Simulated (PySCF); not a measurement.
**Do core-level shifts follow atomic charges?**

Species: C4HF2N.
Bonds: N1–C2 (triple), C2–C3, C3–C4, C4–F5, C4–C6 (double), C6–F7, C3–C6. Hydrogens: H8 on C3.

Binding energies: delta-SCF UKS SCAN, pcX-2 on the ionised atom, pcseg-1 elsewhere, spin-free X2C in PySCF 2.14.0. Charges: PBE0/pcSseg-1 ground-state density, for the ionised atom.

| atom | environment | C 1s (eV) | Mulliken (e) | IAO (e) | Hirshfeld (e) | ESP (e) |
| --- | --- | --- | --- | --- | --- | --- |
| C2 | nitrile carbon | 292.58 | +0.153 | +0.118 | +0.069 | +0.391 |
| C3 | sp3 carbon next to a nitrile | 293.63 | -0.265 | -0.167 | -0.015 | -0.159 |
| C4 | vinylic C–F carbon | 294.45 | +0.282 | +0.252 | +0.085 | +0.144 |

Problem. How well does each charge scheme correlate with the binding energies over these sites?

Solution. IAO: r = 0.24, slope 1.1 eV per e; Mulliken: r = 0.15, slope 0.5 eV per e; Hirshfeld: r = 0.08, slope 1.4 eV per e; ESP: r = -0.51, slope -1.7 eV per e. On 3 points no scheme stands out.

Problem. The point-charge model writes a binding energy as kq + V + constant, with V the potential of the other atoms' charges at the site. What does it give with the IAO charges?

Solution. V = Σ 14.40 eV Å × q/r over all other atoms: -2.16 eV at C2, +4.75 eV at C3, -1.26 eV at C4. Fitting binding energy − V to q gives k = 17.0 eV per e and leaves an rms residual of 0.56 eV, against 0.74 eV for the fit on q alone. The model has no term for differences in relaxation between sites.

Geometry: GFN2-xTB; no solvent, vibrations or thermal averaging.
